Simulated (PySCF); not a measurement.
Isomers of C6H13OP, from PBE0-D3(BJ)/def2-SVP geometry optimisation, gas phase in PySCF. One conformer each, no zero-point energy, no frequencies.

Question: Which is lower in electronic energy at this level?
A. `[CH3:1][C@@H:2]1[CH2:3][CH2:4][C@@H:5]([CH3:6])[PH:7]1=[O:8]` with C1–C2–C3–C4 -158°, C2–C3–C4–C5 49°, C3–C4–C5–C6 -165°, C4–C5–P7–O8 140°: A = 2408, B = 1572, C = 1053 MHz, dipole 4.07 D
B. `[CH3:1][CH2:2][CH2:3][P@@:4]1(=[O:5])[CH2:6][C@H:7]1[CH3:8]` with C1–C2–C3–P4 63°, C2–C3–P4–O5 46°: A = 2196, B = 1401, C = 1083 MHz, dipole 3.93 D

Answer: A. That is `[PH]1(=O)[C@@H](CC[C@H]1C)C`, 25.0 kcal/mol below the other.

```csv
SMILES,mapped SMILES,E (Eh),relative (kcal/mol),relative (kJ/mol),dipole (D)
C[C@@H]1CC[C@@H](C)[PH]1=O,[CH3:1][C@@H:2]1[CH2:3][CH2:4][C@@H:5]([CH3:6])[PH:7]1=[O:8],-652.25564,0.0,0.0,4.07
CCC[P@@]1(=O)C[C@H]1C,[CH3:1][CH2:2][CH2:3][P@@:4]1(=[O:5])[CH2:6][C@H:7]1[CH3:8],-652.21583,25.0,104.5,3.93
```

As drawn, the higher has a three-membered ring, which the lower lacks.
